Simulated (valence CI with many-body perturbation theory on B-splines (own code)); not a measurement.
# Basis-set convergence for Ba XXXVI

Calculated by relativistic CI+MBPT: three valence electrons over a frozen Dirac-Fock core [Ar], radial functions for each j: 7 s, 7 p, 8 d, 6 f, 4 g, 1 h, with the one-electron correlation potential Σ1, the two-electron term Σ2, the three-electron term Σ3, Breit, model QED; selected CI, second order for the rest, scaled by the run's own slope (own B-spline code, finite nucleus).

The last digits are not significant, and no measured levels were compared; by estimate large intervals hold to a few tenths of a per cent, small ones and those within an open d or f shell to about a per cent. Only levels of the ground parity were solved; by the run's estimate the other parity begins above the list, which can be wrong where configurations are misplaced.

The reference run has the lowest level (3d3/2^3) J=3/2 and an ionisation energy of 2350.63 eV. Its largest variational space holds 4842 state functions.

Levels are named by their leading jj configuration (3d3/2^4 stands for four electrons in 3d with j = 3/2), which in mixed levels can hold well under half, so a name can repeat and another be missing. Letters in brackets count levels of one name in rising energy.

Changed runs:
A. basis 6 s, 6 p, 5 d, 5 f, 1 g
B. basis 5 s, 5 p, 4 d, 4 f

Excitation energies of the reference run in cm⁻¹, and shifts in cm⁻¹:

```
                    Level  Reference      A      B
(3d3/2^2 3d5/2) J=5/2 [a]     111351   -179   -290
    (3d3/2^2 3d5/2) J=3/2     155391    +65   +207
    (3d3/2^2 3d5/2) J=7/2     159217    -20    +27
    (3d3/2^2 3d5/2) J=9/2     171311   +122   +327
    (3d3/2^2 3d5/2) J=1/2     180347   +111   +310
(3d3/2^2 3d5/2) J=5/2 [b]     273641   +136   +321
(3d3/2 3d5/2^2) J=7/2 [a]     280180    +14    +98
    (3d3/2 3d5/2^2) J=9/2     297052    -12   +108
(3d3/2 3d5/2^2) J=3/2 [a]     326635    +95   +205
    (3d3/2 3d5/2^2) J=1/2     341272   +229   +542
   (3d3/2 3d5/2^2) J=11/2     354486   +250   +675
(3d3/2 3d5/2^2) J=5/2 [a]     373263   +312   +637
   Ionisation energy (eV)    2350.63  -0.06  -0.09
```
